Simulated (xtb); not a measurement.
Cl3Zr (SMILES [Cl][Zr+]([Cl])[Cl]), charge +1, singlet, geometry from GFN2-xTB (such geometries of metal compounds can be far from the true shape) (the multiplicity is a formal guess); GFN2-xTB run with xtb.

xtb was given this input:
```
$ xtb mol.xyz --gfn 2 --chrg 1 --hess --json

# file mol.xyz
4

Zr     0.15875433     0.51056675     0.33588799
Cl     1.74782318    -0.70230034    -0.68954777
Cl    -0.90135597    -1.20484652     1.32645771
Cl    -1.22000682     0.70581332    -1.42723463
```

Output, abridged:

```
   ID    Z sym.   atoms
    1   40 Zr     1
    2   17 Cl     2-4

           -------------------------------------------------
          |                Calculation Setup                |
           -------------------------------------------------

           -------------------------------------------------
          |                 G F N 2 - x T B                 |
           -------------------------------------------------

          ...................................................
          :                      SETUP                      :
          :.................................................:
          :  # basis functions                  40          :
          :  # atomic orbitals                  36          :
          :  # shells                           12          :
          :  # electrons                        24          :
          :  max. iterations                   250          :
          :  Hamiltonian                  GFN2-xTB          :
          :  restarted?                      false          :
          :  GBSA solvation                  false          :
          :  PC potential                    false          :
          :  electronic temp.          300.0000000     K    :
          :  accuracy                    1.0000000          :
          :  -> integral cutoff          0.2500000E+02      :
          :  -> integral neglect         0.1000000E-07      :
          :  -> SCF convergence          0.1000000E-05 Eh   :
          :  -> wf. convergence          0.1000000E-03 e    :
          :  Broyden damping             0.4000000          :
          :  net charge                          1          :
          :  unpaired electrons                  0          :
          ...................................................

 iter      E             dE          RMSdq      gap      omega  full diag
   1    -14.8052179 -0.148052E+02  0.904E+00    1.20       0.0  T
   2    -14.9352464 -0.130028E+00  0.884E+00    3.79       1.0  T
   3    -14.9869729 -0.517265E-01  0.588E+00    2.97       1.0  T
   4    -14.9806442  0.632874E-02  0.306E+00    2.09       1.0  T
   5    -14.9928273 -0.121832E-01  0.170E+00    2.34       1.0  T
   6    -14.9959504 -0.312303E-02  0.599E-01    2.70       1.0  T
   7    -14.9963894 -0.439006E-03  0.310E-01    2.65       1.0  T
   8    -14.9964900 -0.100630E-03  0.367E-02    2.61       1.4  T
   9    -14.9964901 -0.117755E-06  0.210E-02    2.60       2.4  T
  10    -14.9964903 -0.210392E-06  0.395E-03    2.60      12.7  T
  11    -14.9964904 -0.106105E-07  0.128E-03    2.60      39.0  T
  12    -14.9964904  0.297740E-09  0.115E-03    2.60      43.4  T
  13    -14.9964904 -0.979924E-09  0.152E-04    2.60     329.6  T
  14    -14.9964904 -0.297611E-10  0.580E-06    2.60    8625.3  T

   *** convergence criteria satisfied after 14 iterations ***

         :::::::::::::::::::::::::::::::::::::::::::::::::::::
         ::                     SUMMARY                     ::
         :::::::::::::::::::::::::::::::::::::::::::::::::::::
         :: total energy             -14.962151980397 Eh    ::
         :: gradient norm              0.000005490502 Eh/a0 ::
         :: HOMO-LUMO gap              2.604160243657 eV    ::
         ::.................................................::
         :: SCC energy               -14.996489423112 Eh    ::
         :: -> isotropic ES            0.129334313215 Eh    ::
         :: -> anisotropic ES         -0.003202908927 Eh    ::
         :: -> anisotropic XC         -0.016551630987 Eh    ::
         :: -> dispersion             -0.004321132706 Eh    ::
         :: repulsion energy           0.034337442715 Eh    ::
         :: add. restraining           0.000000000000 Eh    ::
         :: total charge               1.000000000000 e     ::
         :::::::::::::::::::::::::::::::::::::::::::::::::::::

           -------------------------------------------------
          |                Numerical Hessian                |
[...]
 IR intensities (km·mol⁻¹)
   1:  1.57   2:  6.19   3:  3.19   4:  4.88   5:  7.42   6:  1.56   7:  4.68   8:  4.68
Molecule has the following symmetry elements: (C3) 3*(sigma)
It seems to be the C3v point group
   9: 15.30  10:  6.69  11: 32.58  12: 32.54
 Raman intensities (Ä⁴*amu⁻¹)
   1:  0.00   2:  0.00   3:  0.00   4:  0.00   5:  0.00   6:  0.00   7:  0.00   8:  0.00
   9:  0.00  10:  0.00  11:  0.00  12:  0.00
 output can be read by thermo (or use thermo option).
 writing <g98.out> molden fake output.
 recommended (thermochemical) frequency scaling factor: 1.0
           -------------------------------------------------
          |             Thermodynamic Functions             |
           -------------------------------------------------

c3v symmetry found (for desy threshold:  0.10E+00) used in thermo

          ...................................................
          :                      SETUP                      :
          :.................................................:
          :  # frequencies                           6      :
          :  # imaginary freq.                       0      :
          :  linear?                             false      :
          :  only rotor calc.                    false      :
          :  symmetry                              c3v      :
          :  rotational number                       3      :
          :  scaling factor                  1.0000000      :
          :  rotor cutoff                   50.0000000 cm⁻¹ :
          :  imag. cutoff                  -20.0000000 cm⁻¹ :
          :.................................................:

    mode    ω/cm⁻¹     T·S(HO)/kcal·mol⁻¹    T·S(FR)/kcal·mol⁻¹   T·S(vib)
   ------------------------------------------------------------------------
       1    117.03    -0.93882 ( 96.78%)    -0.80448 (  3.22%)    -0.93449
       2    117.04    -0.93878 ( 96.78%)    -0.80446 (  3.22%)    -0.93445
       3    124.74    -0.90206 ( 97.48%)    -0.78558 (  2.52%)    -0.89913
   ------------------------------------------------------------------------

   temp. (K)  partition function   enthalpy   heat capacity  entropy
                                   cal/mol     cal/K/mol   cal/K/mol   J/K/mol
 298.15  VIB   18.8                 1887.062     10.091     12.120
         ROT  0.134E+06              888.752      2.981     26.447
         INT  0.252E+07             2775.814     13.072     38.567
         TR   0.269E+28             1481.254      4.968     41.729
         TOT                        4257.0678    18.0405    80.2961   335.9589

       T/K    H(0)-H(T)+PV         H(T)/Eh          T*S/Eh         G(T)/Eh
   ------------------------------------------------------------------------
    298.15    0.678407E-02    0.103702E-01    0.381513E-01   -0.277811E-01
   ------------------------------------------------------------------------

         :::::::::::::::::::::::::::::::::::::::::::::::::::::
         ::                  THERMODYNAMIC                  ::
         :::::::::::::::::::::::::::::::::::::::::::::::::::::
         :: total free energy         -14.989933072596 Eh   ::
         ::.................................................::
         :: total energy              -14.962151980397 Eh   ::
         :: zero point energy           0.003586111699 Eh   ::
         :: G(RRHO) w/o ZPVE           -0.031367203899 Eh   ::
         :: G(RRHO) contrib.           -0.027781092200 Eh   ::
         :::::::::::::::::::::::::::::::::::::::::::::::::::::

           -------------------------------------------------
          | TOTAL ENERGY              -14.962151980397 Eh   |
          | TOTAL ENTHALPY            -14.951781799346 Eh   |
          | TOTAL FREE ENERGY         -14.989933072596 Eh   |
          | GRADIENT NORM               0.000005484970 Eh/α |
          | HOMO-LUMO GAP               2.604160852125 eV   |
           -------------------------------------------------

normal termination of xtb
```
